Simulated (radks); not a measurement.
Question: Ta, 73 electrons, occupied as [Xe] 4f14 5d3 6s2. Calculated with a radial shooting solver on a logarithmic mesh with Libxc functionals: scalar-relativistic Kohn-Sham, PBE, spin-polarised, spherical densities, finite nucleus; open shells are filled with parallel spins first (spin-orbit coupling, left out, can overturn this in heavy ions); Fermi nuclear charge, rms radius 5.3507 fm. Some entries of the table are withheld. Estimate them.

orbital,occ.,eigenvalue (eV),<r> (bohr),r(max) (bohr)
1s down,1,-67346.38,0.01867,0.01168
1s up,1,-67346.38,0.01867,0.01168
2s up,1,-11571.31,0.07896,0.06686
2s down,1,-11571.20,0.07896,0.06686
2p up,3,-10142.62,0.07057,0.05476
2p down,3,-10142.54,0.07057,0.05476
3s up,1,-2650.599,0.2048,0.1887
3s down,1,-2650.581,0.2048,0.1887
3p up,3,-2225.469,0.2049,0.1865
3p down,3,-2225.447,0.2049,0.1865
3d up,5,-1728.798,0.1856,0.1520
3d down,5,-1728.740,0.1856,0.1520
4s up,1,-540.1965,0.4588,0.4289
4s down,1,-540.1226,0.4588,0.4289
4p up,3,-400.6947,0.4877,0.4495
4p down,3,-400.6276,0.4877,0.4496
4d up,5,-221.9605,0.5231,0.4614
4d down,5,-221.8775,0.5230,0.4615
5s up,1,-73.1946,1.103,0.9900
5s down,1,-72.1656,1.097,0.9869
5p up,3,-39.8223,1.299,1.127
5p down,3,-38.4035,1.290,1.121
4f up,7,-24.5464,0.6417,0.4414
4f down,7,-24.3055,0.6372,0.4412
6s up,1,-5.8719,3.237,2.735
6s down,1,-4.6937,3.419,2.829
5d up,3,-4.2069,(1),(2)
5d down,0,-2.5243,(3),(4)
6p up,0,-1.5897,4.778,3.777
6p down,0,-1.0411,5.382,4.106

Answer: 
(1) 5d up <r> (bohr): 2.215
(2) 5d up r(max) (bohr): 1.588
(3) 5d down <r> (bohr): 2.365
(4) 5d down r(max) (bohr): 1.580
